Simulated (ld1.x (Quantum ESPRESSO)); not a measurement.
Pseudopotential generation for chlorine: PAW, LDA (PZ), scalar-relativistic.

Cl (Z = 17), PAW, made with ld1.x (Quantum ESPRESSO) 7.5 (LDA (PZ), scalar-relativistic). Core [Ne], reference 3s1.5 3p5.5. Waves: 3s (bound): rcut 1.10, rcutus 1.30 bohr; 3s channel at -1.05 Ry: rcut 1.10, rcutus 1.30 bohr; 3p (bound): rcut 1.30, rcutus 1.40 bohr; 3p channel at -0.3 Ry: rcut 1.30, rcutus 1.40 bohr. Local part: all-electron potential smoothed inside 1.20 bohr (lloc = -1). Core correction: Bessel-smoothed model core inside 0.80 bohr. Augmentation charge: PSQ, radius 0.95 bohr.

All-electron outer shells of the reference configuration (LDA (PZ), scalar-relativistic, ld1.x):

| shell | level (eV) | outermost node (bohr) | outermost maximum (bohr) |
| --- | --- | --- | --- |
| 2s | -252.40 | 0.12 | 0.36 |
| 2p | -192.29 | – | 0.30 |
| 3s | -21.02 | 0.56 | 1.27 |
| 3p | -8.98 | 0.53 | 1.43 |

Results:

- Cutoffs needed: 25 Ry and 45 Ry (the cutoffs (Ry, on a coarse ladder) from which the occupation-weighted sum of valence levels, in a spherical-Bessel basis at the reference potential, stays within 10 and 1 mRy of its value at 400 Ry)
- Ghost test: no extra level below or beside the all-electron valence levels (s, p, d, f tested) (spherical-Bessel basis up to 400 Ry, 20 bohr box)
- Largest excitation error: -89 meV (all-electron minus pseudo) for 3s2 3p1, out of 7 test configurations
- Lowest eigenvalue of the overlap operator: 0.43 (s channel)
- Density cutoff estimated by the generator: 276 Ry

Generation and tests took about 1.2 s on one core of a shared server CPU.
